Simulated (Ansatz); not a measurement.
Species: GeI₂, charge 0, multiplicity 1. SMILES: [I][Ge][I]
Geometry: optimised at B3LYP-D3(BJ)/def2-TZVP (Ansatz, an electronic-structure program).

Wanted: vertical triplet-singlet gap (E(triplet) - E(singlet); each state is the SCF solution reached for its spin), in eV. Correlated levels leave the core frozen unless marked. Open shells are spin-unrestricted. Spin-orbit coupling is left out. The frozen core is the preceding noble-gas configuration, with the filled d and f shells of earlier blocks. Past Kr the def2 sets carry scalar-relativistic core potentials. Basis-set limits of correlation are two-point, X^-3; Hartree-Fock from the larger set. The bracket is a focal-point correction in the basis named.

```tsv
level	program	vertical triplet-singlet gap (eV)
B3LYP/def2-TZVPD	Ansatz	(withheld)
PBE0/def2-TZVPD	Ansatz	(withheld)
CAM-B3LYP/def2-TZVPD	Ansatz	2.13
RI-MP2/CBS(def2-TZVPPD,def2-QZVPPD)+[CCSD(T)-MP2]/def2-TZVPPD	Ansatz	2.13
```

**Question.** Some entries are withheld; supply them.

**Answer.** 
- B3LYP/def2-TZVPD, vertical triplet-singlet gap (eV): 2.17
- PBE0/def2-TZVPD, vertical triplet-singlet gap (eV): 2.05
